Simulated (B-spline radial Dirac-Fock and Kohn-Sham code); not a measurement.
The computed values come from an atomic code on a B-spline grid: Dirac-Fock orbitals of the configuration average with a finite nucleus.

Q: This computed X-ray form factor belongs to an atom or ion in its tabulated ground configuration. Which?

| sin θ/λ (Å⁻¹) | f₀ |
| --- | --- |
| 0.17 | 68.241 |
| 0.21 | 65.699 |
| 0.32 | 58.117 |
| 0.47 | 48.730 |
| 0.7 | 38.143 |
| 2.31 | 13.106 |
| 2.82 | 10.635 |
| 3.44 | 8.078 |
| 4.19 | 6.096 |

A: Au⁵⁺, with 74 electrons in [Xe] 4f14 5d6. f₀ tends to the number of electrons as s goes to zero, which the first rows give only roughly, and the rate of fall reflects the nuclear charge, 79.

Q: This computed X-ray form factor belongs to an atom or ion in its tabulated ground configuration. Which?

```
sin θ/λ (Å⁻¹)      f₀
         0.05  27.970
          0.2  27.529
          0.3  26.955
          0.6  24.128
          0.7  22.915
          0.9  20.285
          1.4  13.877
          1.6  11.795
          3.5   4.767
```

A: Ba²⁸⁺, with 28 electrons in [Ar] 3d10. f₀ tends to the number of electrons as s goes to zero, which the first rows give only roughly, and the rate of fall reflects the nuclear charge, 56.

Q: This computed X-ray form factor belongs to an atom or ion in its tabulated ground configuration. Which?

```
sin θ/λ (Å⁻¹)     f₀
          0.1  9.981
         0.15  9.957
         0.25  9.882
         0.35  9.771
          0.7  9.124
            1  8.321
          1.4  7.057
            3  2.895
            4  1.820
```

A: Kr²⁶⁺, with 10 electrons in [He] 2s2 2p6. f₀ tends to the number of electrons as s goes to zero, which the first rows give only roughly, and the rate of fall reflects the nuclear charge, 36.
